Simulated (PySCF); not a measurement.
`InChI=1S/C5HBF2O/c1-2-3-4(5(3)9)6(7)8/h1H`

Geometry (Å), atoms numbered from 1 in this order:
```xyz
10

C     2.9166   -0.4130    0.0127
C     1.7667   -0.0514   -0.0151
C     0.4848    0.4406   -0.0483
C    -0.8524    0.1309   -0.0153
B    -1.9869   -0.8851    0.0850
F    -2.4943   -1.2580    1.2409
F    -2.5691   -1.4002   -0.9767
C    -0.4449    1.5170   -0.1280
O    -0.7241    2.6665   -0.2164
H     3.9125   -0.7428    0.0386
```

Method: quadratic response B3LYP/def2-SVPD first hyperpolarisability, Taylor convention, gas phase in PySCF. Geometry: GFN2-xTB.

(1) Give the tensor of the second harmonic β(−2ω;ω,ω) at 1064 nm in the axes of these coordinates.

Results:

(1) In au, Taylor convention; rows are the first index (the induced dipole):
```csv
,xx,yy,zz,xy,xz,yz
x,-104.3,+67.0,-46.6,+178.7,-14.8,-10.3
y,+168.8,+183.9,+0.6,+69.4,-10.2,-15.2
z,-14.1,-15.4,+1.8,-10.4,-44.9,+0.9
```
Norm of βᵢ = ⅓ Σⱼ (βᵢⱼⱼ + βⱼᵢⱼ + βⱼⱼᵢ): 370.2 au, hyper-Rayleigh value 159.6 au.
